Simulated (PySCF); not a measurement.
Calculation: PBE-D3(BJ)/def2-TZVP // B3LYP-D3(BJ)/def2-TZVP (PySCF). Gas-phase values, no solvent. 

Reference species (SMILES): `[SiH3]C1C=C1` (neutral, multiplicity 1).

| Quantity | Value |
|---|---|
| HOMO | -5.91 eV |
| HOMO–LUMO gap | 4.58 eV |

Changed species: `[SiH3]C1=CC1`.

Give the shifts of the HOMO and HOMO–LUMO gap.

the HOMO falls by 0.32 eV, to -6.23 eV; the HOMO–LUMO gap increases by 0.08 eV, to 4.66 eV.
